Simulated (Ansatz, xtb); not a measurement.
Relaxing a trial structure of GeH3OSi+

The starting geometry of this gas-phase singlet was built from a drawn formula by distance geometry; its bonds are those of `[O]=[Ge+][SiH3]`.

```yaml
atoms:
  - { symbol: Ge, position_ang: [-0.9288, -1.6974, 0.9463] }
  - { symbol: O, position_ang: [-0.6313, -0.3726, -0.0117] }
  - { symbol: Si, position_ang: [-0.8221, -3.1553, 2.7807] }
  - { symbol: H, position_ang: [-1.7200, -4.2843, 2.8549] }
  - { symbol: H, position_ang: [0.6029, -3.5901, 2.5130] }
  - { symbol: H, position_ang: [-0.7931, -2.2190, 3.8510] }
```

Predict what becomes of its bonds when it is optimised with r2SCAN-D4/def2-SVP.

It keeps its bonds, and is `[O]=[Ge+][SiH3]`.

The energy falls by 0.41 eV over 6 steps:

```csv
step,E − E(last) (eV)
1,0.407
2,0.102
3,0.003
4,0.001
5,0.000
6,0.000
```

Final geometry (Å):

```json
{"atom": "Ge", "x (Å)": "-0.7998", "y (Å)": "-1.5654", "z (Å)": "1.0274"}
{"atom": "O", "x (Å)": "-0.8908", "y (Å)": "-0.5106", "z (Å)": "-0.1781"}
{"atom": "Si", "x (Å)": "-0.6598", "y (Å)": "-3.2009", "z (Å)": "2.8959"}
{"atom": "H", "x (Å)": "-1.8177", "y (Å)": "-4.0509", "z (Å)": "2.5342"}
{"atom": "H", "x (Å)": "0.6968", "y (Å)": "-3.7312", "z (Å)": "2.6266"}
{"atom": "H", "x (Å)": "-0.8211", "y (Å)": "-2.2596", "z (Å)": "4.0282"}
```

From the same start GFN2-xTB reaches the same bonding as this run.

No frequencies were run, so the end isn't proven a minimum. Run with Ansatz 0.2.0, 35 s on 1 thread of AMD EPYC (Zen 3) (shared host).
